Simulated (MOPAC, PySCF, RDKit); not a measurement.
Pair of molecules: CH4O (SMILES CO) (first 6 atoms) with GeH4 (SMILES [GeH4]); geometry from B3LYP-D3(BJ)/def2-TZVP, rigid monomers moved along the line of their centres of mass till O2···Ge7 is 3.67 Å.
(charge 0, multiplicity 1):
```xyz
11

C     -0.44998     0.17170     0.48868
O      0.79079     0.28185     1.17473
H     -1.25318     0.70804     1.00507
H     -0.70257    -0.88705     0.46579
H     -0.38137     0.53591    -0.54149
H      1.04205     1.21010     1.21464
Ge    -0.01025    -0.15146     4.72742
H     -0.55426    -1.34580     3.93473
H     -0.60323     1.15640     4.17927
H      1.52065    -0.10624     4.66354
H     -0.44426    -0.29276     6.20004
```

Interaction energies are E(AB) − E(A) − E(B) at the monomers' geometry in the complex; basis-set methods are counterpoise corrected. Rows marked so take none. RDKit's UFF carries no charges.

Rows in 6-31G* carry no dispersion term and start afresh at each structure (6-31G* with six Cartesian d functions); the Pople sets are all-electron and without relativity. The state that PM6 reach isn't checked.

Codes used: MOPAC for PM6 (differences of heats of formation); PySCF for 6-31G* rows; RDKit for the force fields. Values without a source in brackets are computed.

**Question.** One of these levels gives -0.21 kcal/mol for the interaction energy. Name it.
(A) PM6
(B) HF/6-31G* (no counterpoise)
(C) M06-2X/6-31G* (no counterpoise)
(D) UFF

**Answer.** A, PM6. The others give -1.00 (UFF), -1.39 (HF/6-31G* (no counterpoise)), -2.83 (M06-2X/6-31G* (no counterpoise))
